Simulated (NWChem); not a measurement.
Species: GaO, doublet; SMILES [O]=[Ga]

```xyz
2

Ga     0.0000     0.0000    -0.3680
O      0.0000     0.0000     1.3389
```
Atoms are numbered in this order, from 1.

Program: NWChem. Geometry optimised at PBE0/def2-SVP; all other runs use it. Spin-unrestricted. Vzz has the sign of the potential's second derivative. Excited states of an open shell can be spin-contaminated.

```tsv
quantity	level	value
vertical, lowest state with f > 0.02 (eV)	LDA (Slater exchange, VWN5)/def2-SVP, TDA	(withheld)
A(iso) 17O atom 2 (MHz)	TPSSh/def2-TZVP	35.5
lowest empty minus highest occupied level, either spin (eV)	PBE/def2-TZVP	(withheld)
Vzz Ga1 (a.u.)	B3LYP/def2-TZVP	-1.527
dipole (D)	PBE0/def2-SVP	3.38
highest harmonic frequency (cm⁻¹)	PBE0/def2-SVP	(withheld)
```

Complete the blanks.


- vertical, lowest state with f > 0.02 (eV), value: 3.78
- lowest empty minus highest occupied level, either spin (eV), value: 1.00
- highest harmonic frequency (cm⁻¹), value: 753
